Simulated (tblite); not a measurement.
Species: C7H16P2.
Numbering: `[CH2:1]=[CH:2][CH2:3][P:4]([CH3:5])[CH2:6][P:7]([CH3:8])[CH3:9]` (hydrogens: H10, H11 on C1; H12 on C2; H13, H14 on C3; H15, H16, H17 on C5; H18, H19 on C6; H20, H21, H22 on C8; H23, H24, H25 on C9)

Computed with GFN2-xTB (tblite), gas phase: L-BFGS steps from a force-field or distance-geometry start until the largest atomic force falls under 0.01 eV/Å.

Step 9: E = -765.6864 eV
```
atom  x, y, z in Å  |  force x, y, z in eV/Å
C1     -2.4425    1.2750   -1.9834    0.083  -0.039   0.134
C2     -2.6345    0.8908   -0.7315    0.062   0.097  -0.092
C3     -2.3660   -0.4674   -0.1922    0.051   0.011   0.015
P4     -0.9814   -0.3135    1.0707   -0.052   0.058   0.095
C5     -0.9107   -2.0746    1.6144    0.001  -0.001  -0.007
C6      0.4320   -0.2800   -0.1298   -0.008  -0.010  -0.010
P7      2.0716   -0.2926    0.7452    0.044  -0.056   0.060
C8      3.1487   -0.0745   -0.7487   -0.008  -0.028   0.094
C9      2.1140    1.4499    1.3552   -0.001  -0.095  -0.015
H10    -2.5829    2.2970   -2.2970   -0.085  -0.071   0.009
H11    -2.1120    0.5857   -2.7466   -0.023   0.017   0.053
H12    -2.9498    1.5983    0.0252   -0.049   0.096  -0.085
H13    -3.2383   -0.8422    0.3503   -0.009   0.013   0.017
H14    -2.1041   -1.1732   -0.9828    0.048  -0.057  -0.013
H15    -0.8031   -2.7632    0.7771   -0.003   0.019  -0.019
H16    -0.0666   -2.1878    2.2920    0.025  -0.025  -0.018
H17    -1.8286   -2.2964    2.1600    0.052  -0.020  -0.017
H18     0.3285    0.6236   -0.7359    0.022   0.049  -0.071
H19     0.3893   -1.1605   -0.7764   -0.016  -0.041  -0.064
H20     3.1322   -0.9854   -1.3404   -0.016  -0.059  -0.041
H21     2.8295    0.7646   -1.3615   -0.057   0.063  -0.026
H22     4.1695    0.0923   -0.4121    0.028   0.012   0.006
H23     1.8545    2.1574    0.5701   -0.018   0.014  -0.021
H24     1.4209    1.5465    2.1858   -0.085   0.024   0.024
H25     3.1188    1.6542    1.7206    0.017   0.028  -0.007
```

Step 10: E = -765.6896 eV
```
atom  x, y, z in Å  |  force x, y, z in eV/Å
C1     -2.4420    1.2748   -1.9840    0.095   0.000   0.065
C2     -2.6295    0.8957   -0.7313   -0.024   0.008  -0.021
C3     -2.3636   -0.4640   -0.1923    0.090   0.000   0.065
P4     -0.9798   -0.3116    1.0729   -0.027   0.044   0.061
C5     -0.9079   -2.0735    1.6125    0.003  -0.016   0.004
C6      0.4317   -0.2805   -0.1298   -0.009  -0.003  -0.013
P7      2.0704   -0.2959    0.7466    0.028  -0.039   0.038
C8      3.1467   -0.0750   -0.7471   -0.017  -0.023   0.066
C9      2.1115    1.4466    1.3545   -0.007  -0.059  -0.003
H10    -2.5845    2.2947   -2.3009   -0.091  -0.035   0.007
H11    -2.1121    0.5870   -2.7478   -0.006  -0.010   0.054
H12    -2.9568    1.6023    0.0221   -0.010   0.081  -0.092
H13    -3.2311   -0.8405    0.3587   -0.011   0.032  -0.044
H14    -2.0964   -1.1723   -0.9809    0.008  -0.017   0.017
H15    -0.8022   -2.7632    0.7766   -0.001   0.021  -0.049
H16    -0.0644   -2.1917    2.2895    0.040  -0.008  -0.010
H17    -1.8243   -2.2963    2.1581    0.014  -0.024   0.006
H18     0.3266    0.6238   -0.7358    0.038   0.033  -0.061
H19     0.3886   -1.1612   -0.7771   -0.024  -0.027  -0.051
H20     3.1290   -0.9865   -1.3398   -0.002  -0.027  -0.026
H21     2.8250    0.7655   -1.3595   -0.036   0.023   0.002
H22     4.1672    0.0928   -0.4087    0.018   0.006  -0.014
H23     1.8530    2.1541    0.5685   -0.017  -0.001  -0.018
H24     1.4172    1.5470    2.1845   -0.066   0.014   0.014
H25     3.1167    1.6520    1.7187    0.011   0.027   0.002
```

Step 11: E = -765.6918 eV
```
atom  x, y, z in Å  |  force x, y, z in eV/Å
C1     -2.4396    1.2748   -1.9832    0.080   0.026  -0.003
C2     -2.6264    0.8988   -0.7309   -0.065  -0.057   0.042
C3     -2.3609   -0.4620   -0.1915    0.083   0.002   0.078
P4     -0.9795   -0.3096    1.0754    0.017   0.017   0.021
C5     -0.9060   -2.0729    1.6114    0.009  -0.019   0.008
C6      0.4314   -0.2809   -0.1301   -0.006   0.003  -0.015
P7      2.0701   -0.2989    0.7483   -0.004  -0.020   0.009
C8      3.1454   -0.0758   -0.7454   -0.015  -0.014   0.019
C9      2.1099    1.4437    1.3543   -0.013  -0.009   0.013
H10    -2.5876    2.2924   -2.3029   -0.086  -0.006   0.004
H11    -2.1123    0.5875   -2.7474    0.018  -0.033   0.043
H12    -2.9613    1.6066    0.0182    0.013   0.063  -0.080
H13    -3.2271   -0.8389    0.3628   -0.008   0.042  -0.076
H14    -2.0915   -1.1723   -0.9795   -0.013   0.020   0.047
H15    -0.8018   -2.7626    0.7755    0.001   0.028  -0.060
H16    -0.0625   -2.1943    2.2877    0.043   0.002  -0.010
H17    -1.8212   -2.2969    2.1571   -0.009  -0.027   0.021
H18     0.3264    0.6244   -0.7369    0.048   0.002  -0.036
H19     0.3877   -1.1620   -0.7786   -0.029  -0.001  -0.024
H20     3.1270   -0.9876   -1.3399    0.007   0.009  -0.003
H21     2.8217    0.7662   -1.3581   -0.016  -0.023   0.037
H22     4.1663    0.0933   -0.4071    0.001  -0.001  -0.028
H23     1.8518    2.1521    0.5675   -0.012  -0.027  -0.006
H24     1.4137    1.5476    2.1838   -0.037   0.001  -0.007
H25     3.1155    1.6514    1.7176   -0.008   0.019   0.007
```

Problem. Estimate the geometry and energy of step 12. (The exact step hangs on the optimiser's Hessian estimate; all steps are aligned on step 11, rigid shifts and turns removed.)

Solution. E = -765.6940 eV, largest force 0.131 eV/Å
```
atom  x, y, z in Å  |  force x, y, z in eV/Å
C1     -2.4359    1.2751   -1.9819    0.044   0.034  -0.052
C2     -2.6248    0.9006   -0.7304   -0.069  -0.082   0.076
C3     -2.3570   -0.4600   -0.1893    0.043   0.013   0.065
P4     -0.9786   -0.3074    1.0784    0.064  -0.015  -0.013
C5     -0.9042   -2.0728    1.6106    0.015  -0.015   0.009
C6      0.4309   -0.2811   -0.1308    0.001   0.007  -0.016
P7      2.0697   -0.3021    0.7501   -0.036   0.001  -0.019
C8      3.1439   -0.0767   -0.7434   -0.007  -0.006  -0.025
C9      2.1081    1.4409    1.3544   -0.019   0.033   0.024
H10    -2.5921    2.2901   -2.3046   -0.074   0.011   0.003
H11    -2.1121    0.5873   -2.7461    0.045  -0.048   0.029
H12    -2.9652    1.6119    0.0130    0.025   0.041  -0.056
H13    -3.2236   -0.8365    0.3650   -0.008   0.042  -0.084
H14    -2.0873   -1.1720   -0.9772   -0.020   0.048   0.069
H15    -0.8013   -2.7614    0.7733    0.001   0.040  -0.056
H16    -0.0599   -2.1966    2.2858    0.038   0.007  -0.015
H17    -1.8186   -2.2980    2.1565   -0.016  -0.028   0.027
H18     0.3272    0.6250   -0.7388    0.054  -0.030  -0.008
H19     0.3862   -1.1627   -0.7804   -0.033   0.027   0.004
H20     3.1253   -0.9884   -1.3400    0.012   0.036   0.017
H21     2.8183    0.7665   -1.3561   -0.002  -0.058   0.064
H22     4.1655    0.0937   -0.4062   -0.013  -0.007  -0.035
H23     1.8505    2.1496    0.5664   -0.008  -0.051   0.005
H24     1.4098    1.5481    2.1830   -0.007  -0.011  -0.026
H25     3.1143    1.6512    1.7168   -0.030   0.010   0.011
```

The energy changes by -0.0022 eV. The first-order estimate −F·Δx gives -0.0029 eV and the mean of the old and new forces, exact on a quadratic surface, -0.0022 eV. The step makes an angle of 57° with the force vector and moves no atom by more than 0.008 Å.

The cost below is that of the whole relaxation. Hardware: one thread, Intel Xeon Platinum 8488C (x86_64) (shared host). Cost: 0.93 s.
